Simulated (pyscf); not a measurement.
`[F][C]([Cl])[Cl]`, doublet

Gas-phase minimum from PySCF at ωB97X-D3(BJ)/def2-SVP, one conformer. 

```xyz
4

F      1.4478    -0.4450    -0.9522
C      0.2447    -0.0670    -0.5592
Cl    -0.1145     1.5735    -0.9251
Cl    -0.9816    -1.2255    -0.8884
```
Charge 0, spin multiplicity 2.

Bond lengths (Å): F1–C2 1.321, C2–Cl3 1.719, C2–Cl4 1.719. Bond angles (°): F1–C2–Cl3 113.6, F1–C2–Cl4 113.6, Cl3–C2–Cl4 117.0.

Properties at ωB97X-D3(BJ)/def2-SVP:

| Property | Value |
|---|---|
| Harmonic wavenumbers, unscaled | 290, 391, 462, 640, 970, 1251 cm⁻¹ |
| Zero-point energy | 5.7 kcal/mol |
| Rotational symmetry number | 1 |
| Entropy of this conformer at 298 K and 1 atm, rigid rotor and harmonic oscillator, modes under 100 cm⁻¹ raised to 100 | 297.3 J/(mol K) |
| Dipole moment | 0.36 D |
| Spin expectation value S2 | 0.753 |

Single-point totals, which compare only within one level (frozen core for MP2 and CC):

| level | total energy (hartree) |
|---|---|
| ωB97X-D3(BJ)/def2-TZVP | -1058.39333 |
| PBE/def2-TZVP | -1057.85931 |
| r²SCAN/def2-TZVP | -1058.24927 |
| B3LYP-D3(BJ)/def2-TZVP | -1058.39965 |
| PBE0-D3(BJ)/def2-TZVP | -1057.93073 |
| M06-2X/def2-TZVP | -1058.28346 |
| ωB97M-D3(BJ)/def2-TZVP | -1058.49102 |
| UHF/def2-TZVPP | -1056.32658 |
| MP2/def2-TZVPP | -1057.08485 |
| CCSD/def2-TZVPP | -1057.11965 |
| CCSD(T)/def2-TZVPP | -1057.15262 |

The CCSD(T) − MP2 part came from Ansatz, without density fitting, on the same reference.
